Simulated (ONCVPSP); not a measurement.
# Before and after: ONCV potential for cobalt (Co)

Co (Z = 27), optimised norm-conserving Vanderbilt (ONCV), made with ONCVPSP 4.0.1 (PBE, scalar-relativistic). Core [Ar], reference 3d8 4s1. Waves: 4s: rc 2.60 bohr, ncon 4, nbas 7, qcut 2.1 1/bohr, 1 projector; p scattering state at 0.41 Ha: rc 2.15 bohr, ncon 4, nbas 7, qcut 4 1/bohr, 2 projectors, debl 0.5 Ha; 3d: rc 1.25 bohr, ncon 5, nbas 10, qcut 13.5 1/bohr, 1 projector; f scattering state at 0.45 Ha: rc 2.50 bohr, ncon 4, nbas 7, qcut 5 1/bohr, 2 projectors, debl 1.6 Ha. Local part: polynomial inside 1.25 bohr (lpopt 5, dvloc0 0 Ha). Core correction: Teter function, fcfact 3.5, rcfact 1.

All-electron outer shells of the reference configuration (PBE, scalar-relativistic, ld1.x):

```
shell  level (eV)  outermost node (bohr)  outermost maximum (bohr)
   3p      -60.97                   0.28                      0.68
   4s       -4.37                   0.97                      2.44
   3d       -4.24                      –                      0.68
```

Change: core correction Teter function, fcfact 4.75, rcfact 1.65.

Cutoffs: the cutoffs (Ha) at which the residual kinetic energy of the hardest occupied pseudo-wave falls to 1 and 0.1 mHa per electron; they do not see the model core or the augmentation charge, which bear on the density cutoff. Errors are all-electron minus pseudo energies relative to the spin-unpolarised reference configuration.

Task: Predict the effect on cutoff, ghosts and configuration errors.

Result: The potential gets neither clearly harder nor softer (70 Ha and 79 Ha → 70 Ha and 79 Ha); both files keep a bound ghost (s); of the 4 tests that both files solve, the error grows in 4 and shrinks in 0 by more than 15 % and 0.3 meV (median size 29.1 → 91.4 meV). A model core, the more so a compact one, raises the density cutoff, which this test does not measure.

| quantity | base | changed |
| --- | --- | --- |
| cutoff, loose | 70 Ha | 70 Ha |
| cutoff, tight | 79 Ha | 79 Ha |
| bound ghosts | s | s |
| GHOST(+) flags under 300 eV | p at 72.1 eV | p at 72.1 eV |
| error for 3d7 4s2, meV [ΔE 1.20 eV] | -57 | -91 |
| error for 3d7 4s1, meV [ΔE 10.23 eV] | -43 | -92 |
| error for 3d7 4s0, meV [ΔE 27.02 eV] | +15 | -324 |
| error for 3d7.5 4s1.5, meV [ΔE 0.24 eV] | -9.0 | -16 |
| s: phases at 2.64 bohr within 0.05 rad from the reference energy up to (Ha; the scan ends near 5) | 1.4 | 1.4 |
| p: phases at 2.18 bohr within 0.05 rad from the reference energy up to (Ha; the scan ends near 5) | 2.2 | 2.2 |
| d: phases at 1.27 bohr within 0.05 rad from the reference energy up to (Ha; the scan ends near 5) | 2.5 | 2.5 |
| f: phases at 2.53 bohr within 0.05 rad from the reference energy up to (Ha; the scan ends near 5) | 3.6 | 3.6 |
| rms error of d²Exc/dni dnj with the model core, mHa | 6.61 | 2.71 |

 A true bound ghost makes a file unfit for plane-wave use even where its test errors are small: the radial tests pick states by their node count and pass the ghost by.
